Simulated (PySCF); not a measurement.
C2H8AlN, singlet, at a GFN2-xTB geometry (such geometries of metal compounds can be far from the true shape). Base run: PySCF with PBE/6-31G*.

PySCF was given this input:
```python
from pyscf import gto, scf, dft, solvent

mol = gto.M(
    atom='''
Al   -0.65561810    0.62379236    0.28047236
H    -2.05406485    1.24855277    0.10760609
C     0.28050885   -0.08036133   -1.34985206
C     0.85264919   -1.49798897   -1.17385262
H     1.10667603    0.57922373   -1.65652680
H    -0.41356800   -0.08183353   -2.20421347
H     0.05397944   -2.21607569   -0.99189897
H     1.53218490   -1.53596801   -0.32307271
H     1.40356078   -1.81798646   -2.05965156
N    -0.03194867    0.57564758    1.94326840
H    -0.52433137    0.96333919    2.74013049
H     0.84329095    0.19201605    2.28083534
''',
    basis='6-31g*',
    verbose=4,
)

mf = dft.RKS(mol)
mf.xc = 'pbe'
mf.kernel()
```

The base run was repeated with changes; each row names its change, and settings that it needs were set with it.

```csv
change,ΔE vs base (kcal/mol),dipole (D),HOMO-LUMO gap (eV)
base,0.000,1.53,4.93
model = SS(V)PE; solvent = 2-propanol,-3.49,1.90,4.97
model = C-PCM; solvent = 2-propanol,-3.63,1.92,4.97
model = IEF-PCM; solvent = tetrahydrofuran,-3.04,1.86,4.96
model = IEF-PCM; solvent = dichloromethane,-3.16,1.87,4.96
model = IEF-PCM; solvent = 2-propanol; lebedev_order = 11,-3.30,1.89,4.96
model = ddCOSMO; solvent = 2-propanol,-2.17,1.85,4.93
model = IEF-PCM; solvent = 2-propanol; vdw_scale = 1.4,-1.93,1.87,4.89
model = COSMO; solvent = 2-propanol,-3.53,1.91,4.97
model = IEF-PCM; solvent = chloroform,-2.64,1.81,4.95
model = IEF-PCM; solvent = 2-propanol; r_probe = 0.5,-1.26,1.79,4.89
model = IEF-PCM; solvent = 2-propanol; vdw_scale = 1.1,-4.99,1.92,5.04
```

The base is the gas phase, so ΔE is the electrostatic part of solvation at a fixed geometry, without cavity and dispersion terms.
